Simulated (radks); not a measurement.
The tantalum ion Ta2+, 71 electrons, occupied as [Kr] 4d10 4f14 5p6 5d3 5f2 (not the ground configuration). Method: Dirac Kohn-Sham, BLYP, spin-unpolarised, spherical densities, point nucleus; open shells fill j = l - 1/2 first; computed with a radial shooting solver on a logarithmic mesh with Libxc functionals.

X-ray form factor f0, the Fourier transform of the density (f0(0) = 71):

| sin(theta)/lambda (1/angstrom) | f0 (electrons) |
|---|---|
| 0.05 | 69.723 |
| 0.1 | 67.052 |
| 0.15 | 64.137 |
| 0.2 | 61.042 |
| 0.25 | 57.781 |
| 0.3 | 54.499 |
| 0.4 | 48.335 |
| 0.5 | 42.960 |
| 0.6 | 38.323 |
| 0.8 | 30.751 |
| 1 | 25.049 |
| 1.25 | 20.208 |
| 1.5 | 17.228 |
| 2 | 13.679 |
